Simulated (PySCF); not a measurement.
Positional isomers: benzothiophene cyano+boryl. Gas-phase values, no solvent. One relaxed conformer stands for each flexible species; it need not be the lowest. Strings in code marks are SMILES.

Quantity: electronic energy of isomers of C9H6BNS relative to `Bc1cc2c(C#N)cccc2s1`, in kcal/mol.

A: `Bc1cc2cccc(C#N)c2s1`
B: `Bc1cc2ccsc2cc1C#N`
C: `Bc1cc(C#N)cc2ccsc12`
D: `Bc1ccc(C#N)c2ccsc12`
E: `Bc1c(C#N)ccc2sccc12`

Task: Put the candidates in order of electronic energy of isomers of C9H6BNS relative to `Bc1cc2c(C#N)cccc2s1`, lowest first, for r2SCAN-D4/def2-TZVP // r2SCAN-D4/def2-SVP (PySCF).

Result: A (0.89 kcal/mol), D (4.69 kcal/mol), C (5.01 kcal/mol), B (5.68 kcal/mol), E (6.39 kcal/mol)
